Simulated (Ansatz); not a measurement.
```yaml
crystal:
  periodic: [false, false, false]
  atoms:
    - {symbol: C, position_ang: [1.255346, 1.981949, 1.671711]}
    - {symbol: C, position_ang: [-0.214436, 2.265018, 1.932434]}
    - {symbol: C, position_ang: [-0.636095, 1.741897, 3.298474]}
    - {symbol: N, position_ang: [-1.021754, 1.678739, 0.877863]}
    - {symbol: Zr, position_ang: [-0.545838, 0.778933, -0.891277]}
    - {symbol: O, position_ang: [-2.189514, 0.759365, -1.930232]}
    - {symbol: O, position_ang: [0.925136, 1.665234, -1.816739]}
    - {symbol: N, position_ang: [0.011926, -1.123025, -0.361347]}
    - {symbol: C, position_ang: [0.603810, -2.202612, -1.126803]}
    - {symbol: C, position_ang: [-0.198339, -3.488692, -0.984201]}
    - {symbol: C, position_ang: [0.717022, -1.795183, -2.586440]}
    - {symbol: H, position_ang: [1.573126, 2.383699, 0.705916]}
    - {symbol: H, position_ang: [1.442020, 0.902363, 1.670851]}
    - {symbol: H, position_ang: [1.881475, 2.430078, 2.445967]}
    - {symbol: H, position_ang: [-0.346759, 3.358728, 1.937067]}
    - {symbol: H, position_ang: [-0.488504, 0.659406, 3.349964]}
    - {symbol: H, position_ang: [-0.054199, 2.210096, 4.097339]}
    - {symbol: H, position_ang: [-1.693152, 1.947860, 3.488180]}
    - {symbol: H, position_ang: [-2.009617, 1.821823, 1.061126]}
    - {symbol: H, position_ang: [-2.848690, 0.259022, -2.403235]}
    - {symbol: H, position_ang: [1.346708, 2.097312, -2.553114]}
    - {symbol: H, position_ang: [-0.141682, -1.406640, 0.599127]}
    - {symbol: H, position_ang: [1.624629, -2.402837, -0.762000]}
    - {symbol: H, position_ang: [0.269830, -4.311684, -1.531938]}
    - {symbol: H, position_ang: [-1.212044, -3.345427, -1.369279]}
    - {symbol: H, position_ang: [-0.275914, -3.785665, 0.065336]}
    - {symbol: H, position_ang: [-0.277505, -1.604326, -3.007034]}
    - {symbol: H, position_ang: [1.181537, -2.584604, -3.180887]}
    - {symbol: H, position_ang: [1.321497, -0.890816, -2.696819]}
basis:
  gaussian: {orbitals: cc-pVTZ-DK}
hamiltonian: {xc: {name: BHLYP}, dispersion: d3bj}
accuracy: high
scf: {lower_state_search: light}
```

```sh
$ ansatz run in.yaml --threads 10 --pin off --events-out ev --progress --plain --max-ram 110592MiB --backend cuda --devices 0, --max-vram 75GiB
```

It prints (some lines left out):

```
Functional definition: BHLYP
11623 factors; integrals over basis functions are off by at most 9.7e-8 eV
mean field evaluation 1: about -111490.0498 eV, gradient 1.2e2 eV
mean field evaluation 2: about -111473.1864 eV, gradient 1.5e2 eV
mean field evaluation 4: about -111515.2837 eV, gradient 4.2e0 eV
mean field evaluation 8: about -111515.5203 eV, gradient 4.7e-1 eV
mean field evaluation 16: about -111515.5208 eV, gradient 2.0e-4 eV
mean field -111515.52077013 eV, -4098.1198003674 hartree, gradient 3.5e-8 eV, S^2 0.000000; 0 other end points of the search recorded, 0 dependent functions left out
reference -111515.52082025 eV, -4098.1198022093 hartree; 62, 62 occupied and 567, 567 virtual orbitals, 11623 factors
Total energy: -111516.60156720 eV, -4098.1595189271 hartree
Relativity: scalar
```

It took 17 s on 10 threads of an AMD EPYC 7R13 on a shared host and a whole NVIDIA H100 80 GB, with 3.2 GiB of host memory at the peak.
